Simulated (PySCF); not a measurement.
## Two-component Hartree-Fock for Zr (zirconium, neutral)

Start: [Kr] 4d2 5s2; 4d5/2 filled at m_j = +3/2, +5/2. Calculated with PySCF 2.14 in x2c-TZVPall-2c (8s9p7d1f, 77 functions): generalised Hartree-Fock with the X2C-1e Hamiltonian and a Gaussian nucleus; one run each with spin-orbit coupling (SO) switched off, then screened by Boettger's factors. This is a chosen level, not necessarily the ground level.

```csv
spinor shell,electrons,"ε, spin-free (eV)","ε, screened SO (eV)",weight of nominal j (screened SO),"rms radius, screened SO (bohr)"
1s1/2,2,-18097.9,-18097.1,1.000,0.0426
2s1/2,2,-2579.6,-2579.4,1.000,0.176
2p1/2,2,-2294.2,-2353.3,1.000,0.154
2p3/2,4,-2294.2,-2266.3,1.000,0.158
3s1/2,2,-453.98,-453.95,1.000,0.488
3p1/2,2,-358.26,-368.11,1.000,0.489
3p3/2,4,-358.26,-353.64,1.000,0.499
3d3/2,4,-201.08,-202.55,0.992,0.494
3d5/2,6,-201.08,-200.09,0.995,0.497
4s1/2,2,-68.132,-68.141,1.000,1.30
4p3/2,4,-40.638,-40.077,0.921,1.48
4p1/2,2,-40.638,-41.880,0.842,1.46
4d5/2,2,-8.643,-8.601,0.880,2.38
5s1/2,2,-5.851,-5.858,0.984,4.25
```

| quantity | spin-free | screened SO |
| --- | --- | --- |
| E (hartree) | -3596.00519 | -3596.34964 |
| M_J | 4 | 4 |
| ⟨J²⟩ | 20.186 | 20.307 |
| ⟨L²⟩ | 12.123 | 12.153 |
| ⟨S²⟩ | 2.064 | 2.084 |

The determinant has a definite M_J but mixes levels of different J.

Each row is a mean over spinors that exchange with the open shell spreads, by up to 4.646 eV (4p3/2).

Rows whose weight is well below 1 are mixtures of j = l ± 1/2: exchange outweighs spin-orbit coupling there, and the label is only the starting occupation.

Breit and QED terms are absent; they matter most for the inner s and p1/2 levels.

Densities and radii are taken from the X2C orbitals without a picture-change correction, which distorts them close to the nucleus.

Without spin-orbit coupling the j labels of p, d and f shells carry no meaning; the spin-free column gives the mean over the occupied spinors of each nl shell, and its ⟨J²⟩ belongs to a mixture of degenerate components.
